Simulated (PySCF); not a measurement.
An unknown shows these calculated signals:

1H NMR (400 MHz, computed): δ 9.62 (m, 1H), 9.33 (m, 1H), 8.18 (m, 1H), 2.85 (s, 3H).

13C{1H} NMR (computed): δ 172.1 (CH), 169.3 (CH), 149.7 (C), 140.3 (CH), 123.7 (C), 123.1 (C), 26.5 (CH3).

Method: structure optimised with GFN2-xTB, σ from GIAO-PBE0/pcSseg-1, in PySCF 2.14 (non-relativistic Hamiltonian, one averaged value for each set of equivalent atoms, no solvent, a single conformation).

References, each an isolated molecule treated in the same way: 1H (σref 31.72) and 13C (σref 186.93) vs TMS.

Question: Which of these does the molecule contain: a CH3CH2 unit, a nitrile, an amide, a three-membered ring?

Answer: 
- A CH3CH2 unit: no.
- A nitrile: yes (δC 123.7).
- An amide: no.
- A three-membered ring: no.

The data belong to `c1cc(C)c(C#N)cp1`, C₇H₆NP; they needn't prove each group on their own.

Carbon signals by region: 2 in the far downfield region (above 160 ppm), 4 in the sp2 and nitrile region (100–160 ppm), 1 below 50 ppm. Above 160 ppm: 172.1, aromatic CH, 169.3, aromatic CH.

Splittings by 31P in the carbon and heteronuclear signals aren't shown, as no couplings were computed. Shifts are as computed. Against solution values, carbons near 30 ppm lie about +3 ppm off and those near 130 ppm about +5 ppm. Of 1211 compounds with measured shifts, 218 miss one by over three times the rms of a fit or turn the order of signals round; such compounds aren't used in these exercises. Multiplicities follow the n + 1 count of equivalent neighbours, as no J values were calculated; m marks all less simple cases, F and P coupling included.
